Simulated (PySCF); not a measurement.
# Shifts of the heteroatoms

Atoms are numbered as in `[CH3:1][C:2](=[O:3])[c:4]1[n:5][n:6][cH:7][n:8][c:9]1[CH3:10]`. Each H is labelled by its parent atom.

[PySCF 2.14: structure optimised with GFN2-xTB; GIAO PBE0/pcSseg-1 shieldings; rapidly exchanging positions averaged; non-relativistic; gas phase; one conformer]

Task: Where does 15N resonate?

Result: 
| atoms | environment | σ (ppm) | δ (ppm) |
| --- | --- | --- | --- |
| N5 | pyridine-type ring nitrogen | -225.4 | 59.6 |
| N6 | pyridine-type ring nitrogen | -158.0 | -2.5 |
| N8 | pyridine-type ring nitrogen | -66.9 | -86.5 |

Shieldings were converted by a linear fit to measured shifts: 15N: δ = -148.07 − 0.921σ (rms 6.3 ppm, 71 shifts vs CH3NO2, solution or neat liquid). A few per cent of atoms miss by over 2 rms, more outside the fitted compound classes.

On a 400 MHz spectrometer 15N resonates near 40.5 MHz, so 1 ppm is 40.5 Hz.

Task: Predict the 17O NMR data.

Result: 
```json
{"atoms": "O3", "environment": "ketone oxygen", "σ (ppm)": "-358.6", "δ (ppm)": "593.3"}
```

Shieldings were converted by a linear fit to measured shifts: 17O (scatter 10.7 ppm rms, 12.2 ppm with the 3 outliers that the fit left out vs liquid water, solution or neat liquid). A few per cent of atoms miss by over 2 rms, more outside the fitted compound classes.

On a 400 MHz spectrometer 17O resonates near 54.2 MHz, so 1 ppm is 54.2 Hz.
